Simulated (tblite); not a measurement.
Parent: `[CH3:1][S:2][Si@H:3]([CH2:4][SiH3:5])[SiH2:6][Cl:7]` with C1–S2–Si3–C4 179°, S2–Si3–C4–Si5 68°, S2–Si3–Si6–Cl7 -92°, C2H11ClSSi3.

Computed geometry: GFN2-xTB, gas phase. One conformer each, not checked by frequencies here.

```tsv
coordinate of the parent	value
C1–S2	1.821 Å
S2–Si3	2.160 Å
Si3–C4	1.895 Å
C4–Si5	1.906 Å
Si3–Si6	2.327 Å
Si6–Cl7	2.028 Å
C1–S2–Si3	99.4°
S2–Si3–C4	105.5°
S2–Si3–Si6	111.6°
C4–Si3–Si6	111.7°
Si3–C4–Si5	116.2°
Si3–Si6–Cl7	109.9°
```

Q: How does the shared frame change in `[CH3:1][S:2][Si@H:3]([SiH2:4][Cl:5])[S:6][CH2:7][SiH3:8]` with C1–S2–Si3–Si4 -51°, S2–Si3–Si4–Cl5 83°, S2–Si3–S6–C7 -42°, Si3–S6–C7–Si8 174°, C2H11ClS2Si3? Atoms pair as C1 = C1, S2 = S2, Si3 = Si3, Si6 = Si4, Cl7 = Cl5 (parent first).

A: 
| parent | relative | value in the relative | change |
| --- | --- | --- | --- |
| C1–S2 | C1–S2 | 1.817 Å | -0.004 |
| S2–Si3 | S2–Si3 | 2.160 Å | 0.000 |
| Si3–Si6 | Si3–Si4 | 2.315 Å | -0.012 |
| Si6–Cl7 | Si4–Cl5 | 2.025 Å | -0.003 |
| C1–S2–Si3 | C1–S2–Si3 | 99.1° | -0.3 |
| S2–Si3–Si6 | S2–Si3–Si4 | 113.4° | +1.8 |
| Si3–Si6–Cl7 | Si3–Si4–Cl5 | 107.1° | -2.8 |

Of the parent's bonds, Si3–Si6 changes most (-0.012 Å). Bonds of the relative outside the shared frame: Si3–S6 2.142, S6–C7 1.827, C7–Si8 1.905 Å. Point group C1 → C1.

Q: How does the shared frame change in `[CH3:1][S:2][Si@H:3]([CH2:4][SiH3:5])[SiH2:6][F:7]` with C1–S2–Si3–C4 -62°, S2–Si3–C4–Si5 172°, S2–Si3–Si6–F7 -176°, C2H11FSSi3? Atoms pair as C1 = C1, S2 = S2, Si3 = Si3, C4 = C4, Si5 = Si5, Si6 = Si6 (parent first).

A: 
| parent | relative | value in the relative | change |
| --- | --- | --- | --- |
| C1–S2 | C1–S2 | 1.816 Å | -0.005 |
| S2–Si3 | S2–Si3 | 2.170 Å | +0.010 |
| Si3–C4 | Si3–C4 | 1.907 Å | +0.012 |
| C4–Si5 | C4–Si5 | 1.906 Å | 0.000 |
| Si3–Si6 | Si3–Si6 | 2.298 Å | -0.029 |
| C1–S2–Si3 | C1–S2–Si3 | 100.0° | +0.6 |
| S2–Si3–C4 | S2–Si3–C4 | 109.4° | +3.9 |
| S2–Si3–Si6 | S2–Si3–Si6 | 106.6° | -5.0 |
| C4–Si3–Si6 | C4–Si3–Si6 | 114.7° | +3.0 |
| Si3–C4–Si5 | Si3–C4–Si5 | 114.9° | -1.3 |

Of the parent's bonds, Si3–Si6 changes most (-0.029 Å). Bonds of the relative outside the shared frame: Si6–F7 1.617 Å. Point group C1 → C1.

Q: How does the shared frame change in `[CH3:1][CH2:2][S:3][Si@@H:4]([CH2:5][SiH3:6])[SiH2:7][Cl:8]` with C1–C2–S3–Si4 -81°, C2–S3–Si4–C5 -54°, S3–Si4–C5–Si6 -160°, S3–Si4–Si7–Cl8 150°, C3H13ClSSi3? Atoms pair as C1 = C2, S2 = S3, Si3 = Si4, C4 = C5, Si5 = Si6, Si6 = Si7, Cl7 = Cl8 (parent first).

A: 
| parent | relative | value in the relative | change |
| --- | --- | --- | --- |
| C1–S2 | C2–S3 | 1.830 Å | +0.009 |
| S2–Si3 | S3–Si4 | 2.168 Å | +0.008 |
| Si3–C4 | Si4–C5 | 1.907 Å | +0.012 |
| C4–Si5 | C5–Si6 | 1.905 Å | -0.001 |
| Si3–Si6 | Si4–Si7 | 2.321 Å | -0.006 |
| Si6–Cl7 | Si7–Cl8 | 2.023 Å | -0.005 |
| C1–S2–Si3 | C2–S3–Si4 | 103.3° | +3.9 |
| S2–Si3–C4 | S3–Si4–C5 | 108.6° | +3.1 |
| S2–Si3–Si6 | S3–Si4–Si7 | 113.4° | +1.8 |
| C4–Si3–Si6 | C5–Si4–Si7 | 110.8° | -0.9 |
| Si3–C4–Si5 | Si4–C5–Si6 | 114.7° | -1.5 |
| Si3–Si6–Cl7 | Si4–Si7–Cl8 | 108.4° | -1.5 |

Of the parent's bonds, Si3–C4 changes most (+0.012 Å). Bonds of the relative outside the shared frame: C1–C2 1.516 Å. Point group C1 → C1.
